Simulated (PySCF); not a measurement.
```xyz
7

B      1.2188     0.0382     0.0906
Si    -0.7752    -0.0031    -0.0729
F     -1.4422     1.4009    -0.3715
F     -1.2467    -0.9754    -1.2310
F     -1.4047    -0.5284     1.2838
H      1.8309     1.0581     0.1524
H      1.8190    -0.9903     0.1486
```

Charge 0, multiplicity 1.

**Question.** Give the Mulliken and meta-Löwdin atomic charges from r2SCAN-D4/def2-TZVP (PySCF 2.14.0).

**Answer.** 
```tsv
atom	Mulliken (e)	meta-Löwdin (e)
B1	-0.10	-0.23
Si2	0.91	1.59
F3	-0.30	-0.49
F4	-0.29	-0.49
F5	-0.29	-0.48
H6	0.04	0.05
H7	0.03	0.05
```
